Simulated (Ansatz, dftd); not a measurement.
System: SnH$_{2}$Cl, charge 0, doublet. SnH2Cl (SMILES [SnH2][Cl], doublet).
B3LYP-D3(BJ)/def2-TZVP minimum from Ansatz (an electronic-structure program):
```
Sn
H 1 1.7337
H 1 1.7337 2 111.28
Cl 1 2.3701 2 104.60 3 112.40
```
Charge 0, spin multiplicity 2.

Quantity: atomisation energy (electronic, to ground-state atoms), in kcal/mol. UHF or UKS for unpaired electrons; spin-orbit terms are left out. Cores are frozen in correlated methods (noble-gas shells, and filled d and f shells in the p block). Past Kr the def2 sets carry scalar-relativistic core potentials. CBS(X,Y): correlation extrapolated as X^-3, Hartree-Fock from the larger set. A bracket is a step between two methods taken in the basis named. For partners of very few electrons the exact lower level stands in for a higher one. Spin-orbit terms, left out, reach several kcal/mol for Br and I, and more for heavier atoms.

```json
[
 {"level": "PBE/def2-TZVPD", "program": "Ansatz", "atomisation energy (kcal/mol)": "195.8", "difference against the last row": "-3.5"},
 {"level": "r2SCAN-D3(BJ)/def2-TZVPD", "program": "Ansatz + dftd3", "atomisation energy (kcal/mol)": "200.0", "difference against the last row": "0.7"},
 {"level": "r2SCAN/def2-TZVPD", "program": "Ansatz", "atomisation energy (kcal/mol)": "199.5", "difference against the last row": "0.2"},
 {"level": "B3LYP-D4/def2-TZVPD", "program": "Ansatz + dftd4", "atomisation energy (kcal/mol)": "196.1", "difference against the last row": "-3.2"},
 {"level": "PBE0/def2-TZVPD", "program": "Ansatz", "atomisation energy (kcal/mol)": "193.7", "difference against the last row": "-5.6"},
 {"level": "CAM-B3LYP-D4/def2-TZVPD", "program": "Ansatz + dftd4", "atomisation energy (kcal/mol)": "196.6", "difference against the last row": "-2.7"},
 {"level": "CAM-B3LYP/def2-TZVPD", "program": "Ansatz", "atomisation energy (kcal/mol)": "195.2", "difference against the last row": "-4.1"},
 {"level": "B2PLYP/def2-TZVPD", "program": "Ansatz", "atomisation energy (kcal/mol)": "191.9", "difference against the last row": "-7.4"},
 {"level": "MP2/def2-TZVPP", "program": "Ansatz", "atomisation energy (kcal/mol)": "190.4", "difference against the last row": "-8.9"},
 {"level": "MP2/def2-QZVPP", "program": "Ansatz", "atomisation energy (kcal/mol)": "195.0", "difference against the last row": "-4.3"},
 {"level": "CCSD(T)/def2-SVP", "program": "Ansatz", "atomisation energy (kcal/mol)": "175.9", "difference against the last row": "-23.4"},
 {"level": "CCSDT(Q)/def2-TZVPP", "program": "Ansatz", "atomisation energy (kcal/mol)": "191.5", "difference against the last row": "-7.8"},
 {"level": "CCSD(T)/CBS(def2-TZVPP,def2-QZVPP) + [CCSDT(Q) - CCSD(T)]/def2-TZVPP + [CCSDTQ - CCSDT(Q)]/def2-SVP", "program": "Ansatz", "atomisation energy (kcal/mol)": "199.3", "difference against the last row": "0.0"}
]
```
